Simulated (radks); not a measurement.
Problem. The mean radii <r> (bohr) of the occupied orbitals of an atom or ion are listed with their occupations. Calculated with a radial shooting solver on a logarithmic mesh with Libxc functionals: scalar-relativistic Kohn-Sham, PBEsol, spin-polarised, spherical densities, point nucleus.

| orbital | occ. | <r> |
|---|---|---|
| 1s up | 1 | 0.01866 |
| 1s down | 1 | 0.01866 |
| 2s up | 1 | 0.07896 |
| 2s down | 1 | 0.07896 |
| 2p up | 3 | 0.07058 |
| 2p down | 3 | 0.07058 |
| 3s up | 1 | 0.2049 |
| 3s down | 1 | 0.2049 |
| 3p up | 3 | 0.2049 |
| 3p down | 3 | 0.2049 |
| 3d up | 5 | 0.1857 |
| 3d down | 5 | 0.1857 |
| 4s up | 1 | 0.4588 |
| 4s down | 1 | 0.4588 |
| 4p up | 3 | 0.4878 |
| 4p down | 3 | 0.4878 |
| 4d up | 5 | 0.5233 |
| 4d down | 5 | 0.5231 |
| 5s up | 1 | 1.103 |
| 5s down | 1 | 1.096 |
| 5p up | 3 | 1.300 |
| 5p down | 3 | 1.286 |
| 4f up | 7 | 0.6421 |
| 4f down | 7 | 0.6368 |
| 6s up | 1 | 2.998 |
| 5d up | 3 | 2.089 |

Name the element and its charge. Open shells, if any, are filled with parallel spins first.

Solution. Z = 73, tantalum, charge +1: Ta+ in [Xe] 4f14 5d3 6s1. The 1s radius gives Z: for a bare nucleus <r> = (2 gamma + 1)/(2Z) with gamma = sqrt(1 - (Z/c)^2), 0.01844 bohr for Z = 73, and screening makes it slightly larger (0.01866 here). The occupations add up to 72, and the charge is Z minus that.
